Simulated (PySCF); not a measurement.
**Bonding in `FC(F)(F)Cc1ncno1`**

Compound: C4H3F3N2O.
Atom-mapped SMILES: `[F:1][C:2]([F:3])([F:4])[CH2:5][c:6]1[n:7][cH:8][n:9][o:10]1` (hydrogens: H11, H12 on C5; H13 on C8)

Cartesian coordinates in Å at the GFN2-xTB level; atoms count from 1:
```xyz
13
C4H3F3N2O angstrom
F     -1.3669    1.7864    0.4155
C     -1.7540    0.5098    0.3668
F     -1.6656    0.0274    1.6106
F     -3.0529    0.5091    0.0414
C     -0.9393   -0.3102   -0.6301
C      0.4958   -0.3076   -0.2490
N      1.4131    0.5207   -0.6441
C      2.5159    0.0817    0.0159
N      2.2878   -0.9540    0.7638
O      0.9715   -1.2226    0.6029
H     -1.3311   -1.3293   -0.6237
H     -1.0552    0.1457   -1.6144
H      3.4764    0.5432   -0.0732
```

Bond orders from the PBE0/pcSseg-1 density (PySCF). The structure is a single GFN2-xTB conformer in the gas phase; no vibrational or solvent corrections.

Q: How far do the computed orders between heavy atoms stray from the drawn ones?

A: The largest departure is 0.494, at N9–O10 (drawn aromatic, 1.006), counting aromatic bonds as 1.5. The bonds drawn aromatic range from 1.01 to 1.68.

Q: Set the Mayer orders of the bonds beside their lengths.

A: 
| bond | drawn as | length (Å) | Mayer order |
| --- | --- | --- | --- |
| F1–C2 | single | 1.335 | 1.022 |
| C2–F3 | single | 1.337 | 1.014 |
| C2–F4 | single | 1.339 | 1.005 |
| C2–C5 | single | 1.526 | 1.015 |
| C5–C6 | single | 1.485 | 0.992 |
| C6–N7 | aromatic | 1.298 | 1.635 |
| N7–C8 | aromatic | 1.358 | 1.290 |
| C8–N9 | aromatic | 1.298 | 1.681 |
| N9–O10 | aromatic | 1.353 | 1.006 |
| O10–C6 | aromatic | 1.338 | 1.111 |
| C5–H11 | single | 1.092 | 0.919 |
| C5–H12 | single | 1.091 | 0.922 |
| C8–H13 | single | 1.069 | 0.968 |

By pair of heavy elements: C–F: all 3 within 0.02 of one another (1.005 to 1.022). C–C: lowest C5–C6 (0.992, 1.485 Å), highest C2–C5 (1.015, 1.526 Å); in 1 of the 1 pairs the longer bond (by over 0.003 Å) has the higher order (by 0.02 or more). C–N: lowest N7–C8 (1.290, 1.358 Å), highest C8–N9 (1.681, 1.298 Å).

Q: Sum the orders of all bonds at each heavy atom with more than one neighbour and set the sums beside the valence in the SMILES.

A: C2 4.056 (drawn 4), C5 3.848 (drawn 4), C6 3.738 (drawn 4), N7 2.925 (drawn 3), C8 3.939 (drawn 4), N9 2.687 (drawn 3), O10 2.117 (drawn 2). Orders between atoms that aren't bonded are not in these sums.

For a closed shell the Mayer order of atoms A and B is Σ (PS)μν (PS)νμ over the basis functions μ on A and ν on B, with P the density and S the overlap matrix.
